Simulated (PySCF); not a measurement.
Argon: a sound run and one with changed settings

Sound run: Ar(2+) [Ne] 3s2 3p4, Ar(3+) [Ne] 3s2 3p3. All numbers are calculated (PySCF 2.14, the spin-free X2C one-electron Hamiltonian (Gaussian nucleus), in cc-pVTZ-DK (5s4p2d1f, 34 functions)). In the sound run the correlated levels freeze [Ne]. The sound run starts from symmetry-adapted Hartree-Fock orbitals and uses a fine grid where one is needed.

Changed run: initial guess atom, at most 50 SCF cycles, level shift 0.5 hartree.

```
species   method  sound run (hartree)  changed run (hartree)  converged
 Ar(2+)      UHF           -527.11772             -527.11772        yes
 Ar(2+)    B3LYP           -527.78274             -527.78274        yes
 Ar(2+)   M06-2X           -527.77132             -527.77132        yes
 Ar(2+)      MP2           -527.24768             -527.21997        yes
 Ar(2+)  CCSD(T)           -527.27657             -527.27657        yes
 Ar(3+)      UHF           -525.67069             -525.67069        yes
 Ar(3+)    B3LYP           -526.28127             -526.28127        yes
 Ar(3+)   M06-2X           -526.27502             -526.27502        yes
 Ar(3+)      MP2           -525.77143             -525.74910        yes
 Ar(3+)  CCSD(T)           -525.79537             -525.79537        yes
```

Ionisation energy of Ar(2+):

```
 method  sound run (eV)  changed run (eV)
    UHF          39.376            39.376
  B3LYP          40.857            40.857
 M06-2X          40.716            40.716
    MP2          40.171            40.024
SCS-MP2          40.255            40.101
   CCSD          40.281            40.281
CCSD(T)          40.305            40.305
```

A level shift leaves the converged SCF energy unchanged but raises the virtual orbital energies, which shrinks MP2 if it is not removed.

For comparison, NIST gives 40.735 ± 0.012 eV between the lowest levels.
